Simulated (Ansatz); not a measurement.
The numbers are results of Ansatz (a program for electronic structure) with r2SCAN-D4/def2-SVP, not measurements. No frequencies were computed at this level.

Ansatz 0.2 input:
```yaml
crystal:
  periodic: [false, false, false]
  atoms:
    - { symbol: Y, position_ang: [-0.123647, -0.12484, 0.104633] }
    - { symbol: N, position_ang: [1.000599, 0.39657, -1.607345] }
    - { symbol: H, position_ang: [0.730807, 1.081978, -2.308603] }
    - { symbol: H, position_ang: [1.740933, -0.159205, -2.028436] }
    - { symbol: N, position_ang: [-1.796365, 1.047861, 0.640369] }
    - { symbol: H, position_ang: [-2.050318, 1.945962, 0.236993] }
    - { symbol: H, position_ang: [-2.345593, 0.956859, 1.491236] }
    - { symbol: N, position_ang: [0.423954, -1.797584, 1.264075] }
    - { symbol: H, position_ang: [-0.044503, -2.142976, 2.097606] }
    - { symbol: H, position_ang: [1.243997, -2.384375, 1.137804] }
basis:
  gaussian: { orbitals: def2-svp }
hamiltonian:
  xc: r2scan
  dispersion: d4
relax:
  max_steps: 150
```

Output:

```
Functional definition: r2SCAN
1153 factors; their error is unknown
mean field evaluation 1: about -5583.2701 eV, gradient 1.1e2 eV
mean field evaluation 2: about -5469.1268 eV, gradient 2.1e2 eV
mean field evaluation 4: about -5607.3307 eV, gradient 9.3e0 eV
mean field evaluation 8: about -5607.5563 eV, gradient 1.1e-1 eV
mean field evaluation 16: about -5607.5183 eV, gradient 1.4e-3 eV
mean field -5607.51832728 eV, -206.0724976153 hartree, gradient 2.4e-5 eV, S^2 0.000000; 0 other end points of the search recorded, 0 dependent functions left out
reference -5607.51835316 eV, -206.0724985662 hartree; 19, 19 occupied and 84, 84 virtual orbitals, 1153 factors
relax step   1: F+E_penalty+E_count = -5607.55784317 eV  Δ(F+E_penalty+E_count) = +0.000e0 eV  max|allowed force component| = 4.136e-1 eV/Å  Δτ_max = 0.0000 Å  (29 SCF iters, accepted)
these checks for a lower state are left out or cut short: starts, cluster_reference, orbital_swaps, neighbouring_geometries, increment
1153 factors; their error is unknown
mean field -5607.46016150 eV, -206.0703600620 hartree, gradient 2.2e-5 eV, S^2 0.000000; 0 other end points of the search recorded, 0 dependent functions left out
reference -5607.46018727 eV, -206.0703610090 hartree; 19, 19 occupied and 84, 84 virtual orbitals, 1153 factors
relax step   2: F+E_penalty+E_count = -5607.49847110 eV  Δ(F+E_penalty+E_count) = +5.937e-2 eV  max|allowed force component| = 1.354e0 eV/Å  Δτ_max = 0.1937 Å  (33 SCF iters, rejected (line search))
these checks for a lower state are left out or cut short: starts, cluster_reference, orbital_swaps, neighbouring_geometries, increment
1153 factors; their error is unknown
mean field evaluation 32: about -5607.6126 eV, gradient 1.3e-3 eV
mean field -5607.61261332 eV, -206.0759625633 hartree, gradient 1.5e-5 eV, S^2 0.000000; 0 other end points of the search recorded, 0 dependent functions left out
reference -5607.61263918 eV, -206.0759635135 hartree; 19, 19 occupied and 84, 84 virtual orbitals, 1153 factors
relax step   3: F+E_penalty+E_count = -5607.65160546 eV  Δ(F+E_penalty+E_count) = -9.376e-2 eV  max|allowed force component| = 1.712e-1 eV/Å  Δτ_max = 0.0968 Å  (28 SCF iters, accepted)
these checks for a lower state are left out or cut short: starts, cluster_reference, orbital_swaps, neighbouring_geometries, increment
1153 factors; their error is unknown
mean field -5607.61988118 eV, -206.0762296521 hartree, gradient 1.4e-5 eV, S^2 0.000000; 0 other end points of the search recorded, 0 dependent functions left out
reference -5607.61990706 eV, -206.0762306033 hartree; 19, 19 occupied and 84, 84 virtual orbitals, 1153 factors
relax step   4: F+E_penalty+E_count = -5607.65865742 eV  Δ(F+E_penalty+E_count) = -7.052e-3 eV  max|allowed force component| = 1.368e-2 eV/Å  Δτ_max = 0.0484 Å  (28 SCF iters, accepted)
these checks for a lower state are left out or cut short: starts, cluster_reference, orbital_swaps, neighbouring_geometries, increment
1153 factors; their error is unknown
mean field -5607.62003914 eV, -206.0762354569 hartree, gradient 1.7e-5 eV, S^2 0.000000; 0 other end points of the search recorded, 0 dependent functions left out
reference -5607.62006503 eV, -206.0762364083 hartree; 19, 19 occupied and 84, 84 virtual orbitals, 1153 factors
relax step   5: F+E_penalty+E_count = -5607.65881880 eV  Δ(F+E_penalty+E_count) = -1.614e-4 eV  max|allowed force component| = 1.450e-3 eV/Å  Δτ_max = 0.0136 Å  (29 SCF iters, accepted)
1153 factors; their error is unknown
mean field evaluation 64: about -5607.6200 eV, gradient 8.0e-4 eV
mean field -5607.62003914 eV, -206.0762354569 hartree, gradient 1.7e-5 eV, S^2 0.000000; 1 other end points of the search recorded, 0 dependent functions left out
reference -5607.62006503 eV, -206.0762364083 hartree; 19, 19 occupied and 84, 84 virtual orbitals, 1153 factors
Total energy: -5607.65884469 eV, -206.0776615348 hartree
Atom 0 at    -0.120395    -0.118195     0.108491 Å, force    -0.000054     0.000433    -0.001450 eV/Å
Atom 1 at     0.983320     0.360743    -1.681651 Å, force     0.000600     0.000022    -0.000879 eV/Å
Atom 2 at     0.813262     1.134371    -2.328385 Å, force     0.001032    -0.000183    -0.000200 eV/Å
Atom 3 at     1.788695    -0.133641    -2.072112 Å, force     0.000187    -0.000120     0.000117 eV/Å
Atom 4 at    -1.795067     1.108887     0.694259 Å, force    -0.000575    -0.000096     0.000521 eV/Å
Atom 5 at    -2.155454     1.935401     0.211759 Å, force    -0.000656    -0.000449     0.000811 eV/Å
Atom 6 at    -2.403111     0.996453     1.508548 Å, force     0.000751    -0.000927     0.000761 eV/Å
Atom 7 at     0.446112    -1.824893     1.300413 Å, force    -0.000273    -0.000022     0.000165 eV/Å
Atom 8 at     0.008402    -2.161653     2.160957 Å, force    -0.000522     0.001280     0.000291 eV/Å
Atom 9 at     1.214101    -2.477222     1.126053 Å, force    -0.000491     0.000062    -0.000138 eV/Å
Dipole moment:     0.001454     0.001672     0.000525 e Å
```

Cost: about 30 core-seconds (a rough figure).
